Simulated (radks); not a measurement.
Values are calculated unless marked as measured or tabulated.
The molybdenum ion Mo+ inside a hard spherical wall (all orbitals vanish at R), configuration held at [Kr] 4d5 and not refilled when levels cross. Level of theory: scalar-relativistic Kohn-Sham, PBE, spin-unpolarised, spherical densities, point nucleus (a radial shooting solver on a logarithmic mesh with Libxc functionals). Eigenvalues in eV, with the zero of energy where the potential of the charges vanishes at infinity; a dash marks a level that is unbound or too diffuse for the functional's potential to be trusted. A positive occupied level is held by the wall or, in an anion where self-interaction has pushed it up, behind a barrier. The pressure on the wall is -dE/dV.

R (bohr)  E (hartree)  kinetic (hartree)    e(3d)    e(4s)    e(4p)    e(4d)  e(5s, empty)  e(5p, empty)  pressure (GPa)
free      -4048.36617           4174.228  -227.66  -71.114  -45.289  -10.414        -9.828        -5.907               0
15        -4048.36617           4174.228  -227.66  -71.114  -45.289  -10.414        -9.828        -5.907        < 0.0001
10        -4048.36615           4174.229  -227.66  -71.112  -45.286  -10.412        -9.824        -5.870        0.000793
8         -4048.36570           4174.233  -227.62  -71.074  -45.250  -10.379        -9.766        -5.642          0.0262
6         -4048.35691           4174.298  -227.17  -70.659  -44.851  -10.014        -9.092        -4.190           0.881
5         -4048.32623           4174.473  -226.16  -69.752  -43.986   -9.178        -7.453        -1.486            5.48
2.5       -4045.79111           4185.463  -201.63  -51.394  -25.553   13.969        50.734        69.291            2080
